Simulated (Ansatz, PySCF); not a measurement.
System: chloro(difluoro)methane, CHClF₂ (charge 0, singlet). 
Geometry from a B3LYP-D3(BJ)/def2-TZVP (Ansatz, a quantum-chemistry and plane-wave program) optimisation:
```xyz
5

F     -0.9293     1.1547    -0.2887
C     -0.4772     0.0446     0.3178
F     -1.0941    -1.0146    -0.2314
Cl     1.2802    -0.0951     0.0818
H     -0.6909     0.0890     1.3835
```
Charge 0, spin multiplicity 1.

Dipole moments at this geometry, in debye (magnitudes).

```json
[
 {"level": "SVWN5/def2-TZVPD", "program": "Ansatz", "dipole (D)": "(withheld)"},
 {"level": "BLYP/def2-TZVPD", "program": "Ansatz", "dipole (D)": "1.37"},
 {"level": "revPBE/def2-TZVPD", "program": "Ansatz", "dipole (D)": "1.34"},
 {"level": "B3LYP/def2-TZVPD", "program": "Ansatz", "dipole (D)": "1.45"},
 {"level": "BHLYP/def2-TZVPD", "program": "Ansatz", "dipole (D)": "1.54"},
 {"level": "TPSSh/def2-TZVPD", "program": "PySCF", "dipole (D)": "1.42"},
 {"level": "r2SCAN0/def2-TZVPD", "program": "Ansatz", "dipole (D)": "1.47"},
 {"level": "M06-2X/def2-TZVPD", "program": "PySCF", "dipole (D)": "1.50"},
 {"level": "HSE06/def2-TZVPD", "program": "Ansatz", "dipole (D)": "1.44"},
 {"level": "CAM-B3LYP/def2-TZVPD", "program": "Ansatz", "dipole (D)": "1.49"},
 {"level": "LC-wPBE/def2-TZVPD", "program": "Ansatz", "dipole (D)": "1.48"},
 {"level": "wB97M-V/def2-TZVPD", "program": "Ansatz", "dipole (D)": "1.45"},
 {"level": "CCSD(T)/aug-cc-pV(D+d)Z", "program": "Ansatz", "dipole (D)": "(withheld)"}
]
```

Problem. What belongs in the gaps?

Solution. 
- SVWN5/def2-TZVPD, dipole (D): 1.38
- CCSD(T)/aug-cc-pV(D+d)Z, dipole (D): 1.46
